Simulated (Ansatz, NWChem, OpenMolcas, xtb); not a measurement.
**Ligand exchange: NaF + CH2FI → NaI + CH2F2**

Gas-phase species: NaF, singlet; CH2FI (fluoroiodomethane) `FCI`, singlet; NaI (Sodium Iodide), singlet; CH2F2 (difluoromethane) `FCF`, singlet. The partners trade F for I: Na–F and C–I bonds give way to Na–I and C–F.

Shapes, held fixed at every level: PBE0-D4/def2-TZVP. Programs: Ansatz 0.2.0, NWChem 7.3.0, OpenMolcas 26.06, xtb 6.7.1. A level may come from different programs for different species; with the same settings they agree closely. The zero-point and thermal change to 298 K, harmonic and unscaled (PBE0-D4/def2-TZVP), is +5.5 kJ/mol.

```csv
level,kind,ΔH(298 K) (kJ/mol),less CCSD(T)/def2-TZVPP
GFN1-xTB,semi-empirical,-27.7,+80.1
HF/def2-SVP,Hartree–Fock,-188.0,-80.2
r2SCAN-D4/def2-TZVPP,meta-GGA,-106.7,+1.1
PBE0-D4/def2-TZVPP,global hybrid,-111.1,-3.3
r2SCAN0-D4/def2-TZVPP,global hybrid,-120.6,-12.8
wB97X-V/def2-TZVPP,range-separated hybrid,-110.7,-2.9
MP2/def2-SVP,perturbation theory,-140.4,-32.6
CCSD/def2-TZVPP,coupled cluster or CI,-114.2,-6.4
CCSD(T)/def2-TZVPP,coupled cluster or CI,-107.8,0.0
```

The highest level, CCSD(T)/def2-TZVPP, gives ΔH(298 K) = -107.8 kJ/mol; the levels span -188.0 to -27.7. GFN1-xTB strays far from the other rows. The column of differences is taken from that level and isn't an error. No measured value is set beside it here. For atoms past krypton def2 sets carry core potentials with scalar relativity. Outer-core shells of I, Na are correlated, in sets that cover them unevenly. Sets without diffuse functions underbind ionic bonds of s-block metals.
